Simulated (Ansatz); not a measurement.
Species: CH6O3Si, net charge 0, singlet state. SMILES: O[Si](C)(O)O
Structure (B3LYP-D3(BJ)/def2-TZVP (Ansatz, an electronic-structure program) minimum search):
```xyz
11

C      1.8066    -0.0799    -0.2468
Si    -0.0245    -0.0058     0.0132
O     -0.7691     1.0303    -1.0365
O     -0.7662    -1.4466    -0.2584
O     -0.2323     0.4273     1.5834
H      2.2786     0.8760    -0.0103
H      2.2529    -0.8393     0.3974
H      2.0414    -0.3297    -1.2828
H     -0.5156     1.9560    -1.0218
H     -1.3013    -1.5139    -1.0530
H     -1.1104     0.3239     1.9597
```

Computed values are from Ansatz. Correlated levels leave the core frozen unless marked. UHF or UKS for open shells. Spin-orbit coupling is left out. No relativistic terms. CBS marks a two-point X^-3 extrapolation of the correlation energy; Hartree-Fock from the larger set. [CCSD(T)-MP2]/basis is that difference in the basis named.

```yaml
atomisation energy De: 4455.2 kJ/mol at CCSD(T)/CBS(aug-cc-pV(T+d)Z,aug-cc-pV(Q+d)Z)
vertical_triplet_singlet_gap: 7.88 eV at RI-MP2/CBS(aug-cc-pV(T+d)Z,aug-cc-pV(Q+d)Z)+[CCSD(T)-MP2]/aug-cc-pV(T+d)Z
total_energy: -556.4369 Eh at CCSD(T)/CBS(aug-cc-pV(T+d)Z,aug-cc-pV(Q+d)Z)
dipole_moment: 1.37 D at CCSD(T)/aug-cc-pV(D+d)Z
T1 diagnostic: 0.011 at CCSD/aug-cc-pV(Q+d)Z
```
